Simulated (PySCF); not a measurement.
Compound: C₇H₁₁ (doublet state).
Atom-mapped SMILES: `[CH3:1][C:2]1[CH2:3][CH2:4][CH:5]=[C:6]1[CH3:7]` (hydrogens: H8, H9, H10 on C1; H11, H12 on C3; H13, H14 on C4; H15 on C5; H16, H17, H18 on C7)

Structure used (GFN2-xTB), in Å, numbered top down from 1:
```
atom  x, y, z in Å
C1     0.1950    2.0542   -0.1055
C2    -0.1878    0.6223   -0.0416
C3    -1.6183    0.1794    0.0271
C4    -1.5418   -1.3553    0.1058
C5    -0.0768   -1.6424    0.0880
C6     0.6554   -0.4793    0.0014
C7     2.1484   -0.4102   -0.0423
H8    -0.5158    2.6148   -0.7126
H9     0.1944    2.5032    0.8924
H10    1.1916    2.1750   -0.5244
H11   -2.1213    0.6078    0.8996
H12   -2.1756    0.5155   -0.8527
H13   -2.0125   -1.7412    1.0151
H14   -2.0508   -1.8309   -0.7384
H15    0.3213   -2.6386    0.1418
H16    2.5269    0.2007    0.7760
H17    2.5771   -1.4057    0.0371
H18    2.4816    0.0370   -0.9785
```

Method: UKS B3LYP, pcH-1 on C H, non-relativistic, mean-field spin-orbit, GIAO (PySCF). Geometry: GFN2-xTB; no solvent, vibrations or thermal averaging. GFN2-xTB frequencies show an imaginary mode (20i cm⁻¹), so this geometry is no minimum at that level. The geometry wasn't refined by DFT: couplings that depend on bond lengths, twists or pyramidal angles can differ widely from those at the functional's own minimum. The SCF solution wasn't tested for stability. ⟨S²⟩ is 0.774 where a pure state has 0.75.

(1) Match the computed a_iso(1H) values +67.6, +65.1, +46.9, -40.3, -11.4 MHz (means over equivalent nuclei) with the sites H8/H9/H10; H11/H12; H13/H14; H15; H16/H17/H18.

## Answers

(1) 
```csv
site,a_iso (MHz),ρ(0) (bohr⁻³),position,distance from C2 (Å),bound to,spin population there,largest |T| (MHz)
H8/H9/H10,+46.9,+0.0105,2 bonds from C2,2.13,C1,-0.06,6.0
H11/H12,+67.6,+0.0151,2 bonds from C2,2.15,C3,-0.05,5.5
H13/H14,+65.1,+0.0146,2 bonds from C5,3.16,C4,-0.05,5.5
H15,-40.3,-0.0090,1 bond from C5,3.31,C5,+0.63,24.3
H16/H17/H18,-11.4,-0.0025,3 bonds from C2,3.06,C7,+0.02,3.1
```

ρ(0) is the spin density at the nucleus and T the dipolar tensor; entries for several nuclei are means. Largest spin populations (Mulliken): C2 (+0.63), C5 (+0.63) and C6 (-0.24). The angles at C2 add up to 360.0°, so it is planar. Main spin sites, with 60 % or more of the largest population: C2, C5; positions count bonds from the nearest.

β density exceeds α density at some nuclei, such as C6 (-0.0411), C1 (-0.0204) and C3 (-0.0180), spin density in bohr⁻³. In a single determinant that takes different orbitals for the two spins, that is spin polarisation.

Means are taken over nuclei equivalent by connectivity, which assumes that they swap fast. The three 1H nuclei of mean +46.9 MHz run from 15.4 to 90.6 MHz in the frozen geometry. The three 1H nuclei of mean -11.4 MHz run from -16.6 to -2.1 MHz in the frozen geometry.

Hardware: an Arm Neoverse V2 with one thread, shared host. Cost: 72 s (grids of density and orbitals included), 0.98 GiB resident at most.
